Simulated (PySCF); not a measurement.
Stick spectrum of a doublet radical in fast tumbling, microwave frequency 9.6 GHz, simulated to first order from computed parameters.

```json
{"field (mT)": "341.61", "relative intensity": "1"}
{"field (mT)": "341.72", "relative intensity": "2"}
{"field (mT)": "341.84", "relative intensity": "1"}
{"field (mT)": "342.01", "relative intensity": "1"}
{"field (mT)": "342.13", "relative intensity": "2"}
{"field (mT)": "342.24", "relative intensity": "1"}
{"field (mT)": "342.94", "relative intensity": "1"}
{"field (mT)": "343.06", "relative intensity": "2"}
{"field (mT)": "343.17", "relative intensity": "1"}
{"field (mT)": "343.34", "relative intensity": "1"}
{"field (mT)": "343.46", "relative intensity": "2"}
{"field (mT)": "343.58", "relative intensity": "1"}
```

(1) What is g?

(2) Which couplings and how many nuclei make this pattern?

(3) The radical has the formula C7H5. Propose a structure, and say which nuclei carry the couplings.

Results:

(1) The pattern is symmetric about 342.59 mT, so g = hν/(μB·B0) = 9600/(13.99624 × 342.59) = 2.0021, a shift of -0.2 × 10⁻³ from the free-electron value.

(2) The first two lines at either end are about 0.12 mT apart, which is the smallest coupling, and their intensity ratio 1:2 counts the nuclei that share it. In full: a 1:1 doublet of 1.33 mT (37 MHz), from 1 nucleus of spin 1/2; a 1:1 doublet of 0.40 mT (11 MHz), from 1 nucleus of spin 1/2; a 1:2:1 triplet of 0.12 mT (3 MHz), from 2 nuclei of spin 1/2. Check: Σ 2nI·a is the distance from the first to the last line, 1.97 mT.

(3) The pattern alone needn't single out one isomer; the structure behind this simulation is `C#CC1=CCC=[C]1` [radical], numbered [CH:1]#[C:2][C:3]1=[CH:4][CH2:5][CH:6]=[C:7]1 (hydrogens: H8 on C1; H9 on C4; H10, H11 on C5; H12 on C6). 1.33 mT: 1H at H12 (2 bonds from C7, on C6 of spin population -0.13; computed sign +); 0.40 mT: 1H at H9 (3 bonds from C7; computed sign +); 0.12 mT: 1H at H10/H11 (3 bonds from C7; computed sign −). Largest spin populations (Mulliken): C7 (+1.02), C6 (-0.13) and C5 (+0.07). C7 is the only atom above +0.15. The positive populations add up to 1.17 and the negative ones to -0.17, together 2S = 1.

Method used: PySCF 2.14.0, UKS B3LYP, pcH-1 on C H, non-relativistic, mean-field spin-orbit, GIAO. Geometry: GFN2-xTB; no solvent, vibrations or thermal averaging. The geometry wasn't refined by DFT: couplings that depend on bond lengths, twists or pyramidal angles can differ widely from those at the functional's own minimum. Stability of the SCF solution: not tested.

Rare isotopes and splittings under 0.04 mT were left out of the simulation.
